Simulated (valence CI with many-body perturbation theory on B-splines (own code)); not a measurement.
## Xe XL: electric-dipole lines

Computed by configuration interaction combined with many-body perturbation theory (CI+MBPT): five valence electrons over a frozen Dirac-Fock core [Ne], radial functions for each j: 9 s, 9 p, 8 d, 6 f, 3 g, 1 h, with the one-electron correlation potential Σ1, the two-electron term Σ2, the three-electron term Σ3, Breit, model QED; selected CI, second order for the rest (own B-spline code, finite nucleus).

The last digits are not significant, and no measured levels were compared; by estimate large intervals hold to a few tenths of a per cent, small ones and those within an open d or f shell to about a per cent. Among the levels kept, up to 530 cm⁻¹ of a level comes from second order outside the variational space, and about a tenth of that is noise between levels of different J, which matters for small intervals.

Lines 1 to 50 of 223 in falling wavelength, among levels below 2974100 cm⁻¹, chosen from the strongest by gf and those to the six lowest levels. Wavelengths and rates use the calculated energies. Electric multipoles are in the length gauge, E1 and E2 with the static RPA response of the core. Weak lines are less certain than strong ones. Lines between different terms over intervals too small for the method are left out, as are lines whose strength nearly cancels. The highest levels of a list are the least certain.

Levels are named by their leading jj configuration (3d3/2^4 stands for four electrons in 3d with j = 3/2), which in mixed levels can hold well under half, so a name can repeat and another be missing. Letters in brackets count levels of one name in rising energy.

```
λ vac (Å)                               Upper                               Lower   A (s⁻¹)  log gf  Branch %
     1701          (3s 3p1/2^2 3p3/2^2) J=5/2                (3s^2 3p3/2^3) J=3/2  5.87e+03   -4.82       0.0
     1257                (3s^2 3p3/2^3) J=3/2          (3s^2 3p1/2^2 3d3/2) J=3/2  1.25e+04   -4.93       0.1
    501.5          (3s^2 3p1/2^2 3d5/2) J=5/2                (3s^2 3p3/2^3) J=3/2  1.69e+05   -4.42       0.0
    339.4          (3s 3p1/2^2 3p3/2^2) J=1/2                (3s^2 3p3/2^3) J=3/2  1.31e+07   -3.34       0.0
    329.7          (3s 3p1/2^2 3p3/2^2) J=3/2                (3s^2 3p3/2^3) J=3/2  2.38e+07   -2.81       0.0
    203.4  (3s^2 3p1/2 3p3/2 3d3/2) J=5/2 [a]                (3s^2 3p3/2^3) J=3/2  6.89e+06   -3.59       0.3
    200.7  (3s^2 3p1/2 3p3/2 3d3/2) J=3/2 [a]                (3s^2 3p3/2^3) J=3/2  2.40e+07   -3.24       0.1
    198.9          (3s^2 3p1/2^2 3d3/2) J=3/2          (3s^2 3p1/2 3p3/2^2) J=1/2  2.33e+05   -5.26       0.0
    198.7  (3s^2 3p1/2 3p3/2 3d3/2) J=1/2 [a]                (3s^2 3p3/2^3) J=3/2  2.07e+07   -3.61       0.5
    194.6  (3s 3p1/2^2 3p3/2 3d3/2) J=3/2 [b]            (3s 3p1/2 3p3/2^3) J=5/2  1.55e+08   -2.45       0.2
    191.5      (3s 3p1/2^2 3p3/2 3d3/2) J=7/2  (3s^2 3p1/2 3p3/2 3d5/2) J=7/2 [b]  4.10e+07   -2.74       0.4
    181.2      (3s 3p1/2^2 3p3/2 3d5/2) J=3/2            (3s 3p1/2 3p3/2^3) J=3/2  2.05e+08   -2.39       0.4
    174.2  (3s 3p1/2^2 3p3/2 3d3/2) J=5/2 [a]  (3s^2 3p1/2 3p3/2 3d3/2) J=3/2 [b]  6.26e+08   -1.77       4.6
    171.3          (3s^2 3p1/2^2 3d3/2) J=3/2          (3s^2 3p1/2 3p3/2^2) J=5/2  1.69e+08   -2.53       9.3
    170.6  (3s 3p1/2^2 3p3/2 3d3/2) J=3/2 [a]  (3s^2 3p1/2 3p3/2 3d3/2) J=1/2 [b]  2.23e+08   -2.41       1.2
    169.3  (3s 3p1/2^2 3p3/2 3d3/2) J=1/2 [a]  (3s^2 3p1/2 3p3/2 3d3/2) J=1/2 [b]  3.83e+08   -2.48       3.4
    162.9      (3s 3p1/2^2 3p3/2 3d5/2) J=5/2            (3s 3p1/2 3p3/2^3) J=5/2  2.41e+08   -2.24       0.4
    160.6  (3s^2 3p1/2 3p3/2 3d5/2) J=3/2 [a]                (3s^2 3p3/2^3) J=3/2  1.72e+08   -2.57      18.5
    155.2      (3s 3p1/2^2 3p3/2 3d5/2) J=5/2  (3s^2 3p1/2 3p3/2 3d5/2) J=3/2 [c]  3.00e+08   -2.19       0.5
    155.2      (3s 3p1/2^2 3p3/2 3d3/2) J=7/2  (3s^2 3p1/2 3p3/2 3d3/2) J=5/2 [b]  1.88e+09   -1.27      19.4
    154.3      (3s 3p1/2^2 3p3/2 3d3/2) J=7/2      (3s^2 3p1/2 3p3/2 3d5/2) J=9/2  9.37e+07   -2.57       1.0
    153.9          (3s^2 3p1/2^2 3d3/2) J=3/2          (3s^2 3p1/2 3p3/2^2) J=3/2  1.36e+07   -3.71       0.7
    149.1  (3s^2 3p1/2 3p3/2 3d5/2) J=5/2 [a]                (3s^2 3p3/2^3) J=3/2  4.04e+08   -2.09       1.8
    145.8      (3s 3p1/2^2 3p3/2 3d3/2) J=7/2  (3s^2 3p1/2 3p3/2 3d5/2) J=5/2 [a]  7.89e+07   -2.70       0.8
    144.9      (3s 3p1/2^2 3p3/2 3d5/2) J=7/2            (3s 3p1/2 3p3/2^3) J=5/2  3.77e+08   -2.02       0.5
    141.9  (3s 3p1/2^2 3p3/2 3d3/2) J=3/2 [b]  (3s^2 3p1/2 3p3/2 3d3/2) J=3/2 [b]  1.34e+09   -1.79       1.9
    141.6  (3s 3p1/2^2 3p3/2 3d3/2) J=3/2 [b]  (3s^2 3p1/2 3p3/2 3d3/2) J=1/2 [b]  4.61e+08   -2.26       0.6
    141.6  (3s 3p1/2^2 3p3/2 3d3/2) J=5/2 [b]  (3s^2 3p1/2 3p3/2 3d5/2) J=5/2 [b]  1.91e+08   -2.46       0.1
    140.4  (3s^2 3p1/2 3p3/2 3d3/2) J=5/2 [b]                (3s^2 3p3/2^3) J=3/2  2.98e+08   -2.28       0.1
    138.5      (3s 3p1/2^2 3p3/2 3d5/2) J=5/2  (3s^2 3p1/2 3p3/2 3d5/2) J=3/2 [b]  4.32e+08   -2.13       0.7
    138.5          (3s 3p1/2^2 3p3/2^2) J=5/2          (3s^2 3p1/2 3p3/2^2) J=5/2  1.25e+09   -1.67      23.7
    138.4  (3s 3p1/2^2 3p3/2 3d3/2) J=5/2 [b]  (3s^2 3p1/2 3p3/2 3d5/2) J=7/2 [b]  4.61e+08   -2.10       0.3
    137.1      (3s 3p1/2^2 3p3/2 3d5/2) J=3/2      (3s^2 3p1/2 3p3/2 3d5/2) J=1/2  3.23e+08   -2.44       0.6
    135.0  (3s 3p1/2^2 3p3/2 3d3/2) J=3/2 [b]  (3s^2 3p1/2 3p3/2 3d3/2) J=5/2 [b]  4.00e+08   -2.36       0.6
    133.9  (3s^2 3p1/2 3p3/2 3d3/2) J=1/2 [b]                (3s^2 3p3/2^3) J=3/2  5.09e+08   -2.56       0.1
    133.6  (3s^2 3p1/2 3p3/2 3d3/2) J=3/2 [b]                (3s^2 3p3/2^3) J=3/2  2.20e+07   -3.63       0.0
    131.8      (3s 3p1/2^2 3p3/2 3d5/2) J=3/2  (3s^2 3p1/2 3p3/2 3d5/2) J=3/2 [b]  5.69e+08   -2.23       1.0
    131.1      (3s 3p1/2^2 3p3/2 3d5/2) J=9/2      (3s^2 3p1/2 3p3/2 3d5/2) J=9/2  3.15e+09   -1.09      28.1
    130.2  (3s 3p1/2^2 3p3/2 3d3/2) J=5/2 [a]      (3s^2 3p1/2 3p3/2 3d3/2) J=7/2  8.96e+08   -1.86       6.6
    128.5      (3s 3p1/2^2 3p3/2 3d5/2) J=7/2  (3s^2 3p1/2 3p3/2 3d5/2) J=5/2 [b]  2.85e+09   -1.25       3.4
    127.8  (3s 3p1/2^2 3p3/2 3d3/2) J=3/2 [b]  (3s^2 3p1/2 3p3/2 3d5/2) J=5/2 [a]  5.16e+08   -2.30       0.7
    126.9          (3s 3p1/2^2 3p3/2^2) J=5/2          (3s^2 3p1/2 3p3/2^2) J=3/2  2.20e+09   -1.50      41.8
    125.9      (3s 3p1/2^2 3p3/2 3d5/2) J=7/2  (3s^2 3p1/2 3p3/2 3d5/2) J=7/2 [b]  2.14e+09   -1.39       2.6
    124.6      (3s 3p1/2^2 3p3/2 3d3/2) J=7/2      (3s^2 3p1/2 3p3/2 3d3/2) J=7/2  3.70e+09   -1.16      38.3
    123.7  (3s 3p1/2^2 3p3/2 3d3/2) J=5/2 [b]  (3s^2 3p1/2 3p3/2 3d3/2) J=3/2 [b]  6.81e+08   -2.03       0.4
    121.3  (3s 3p1/2^2 3p3/2 3d3/2) J=5/2 [a]  (3s^2 3p1/2 3p3/2 3d3/2) J=3/2 [a]  1.18e+09   -1.81       8.7
    120.5  (3s 3p1/2^2 3p3/2 3d3/2) J=3/2 [a]  (3s^2 3p1/2 3p3/2 3d3/2) J=1/2 [a]  1.10e+09   -2.02       5.7
    120.5  (3s 3p1/2^2 3p3/2 3d3/2) J=1/2 [b]  (3s^2 3p1/2 3p3/2 3d3/2) J=3/2 [b]  1.23e+09   -2.27       0.7
    120.4  (3s 3p1/2^2 3p3/2 3d3/2) J=5/2 [a]  (3s^2 3p1/2 3p3/2 3d3/2) J=5/2 [a]  4.24e+09   -1.26      31.4
    120.4  (3s^2 3p1/2 3p3/2 3d5/2) J=3/2 [b]                (3s^2 3p3/2^3) J=3/2  1.92e+07   -3.78       0.0
```
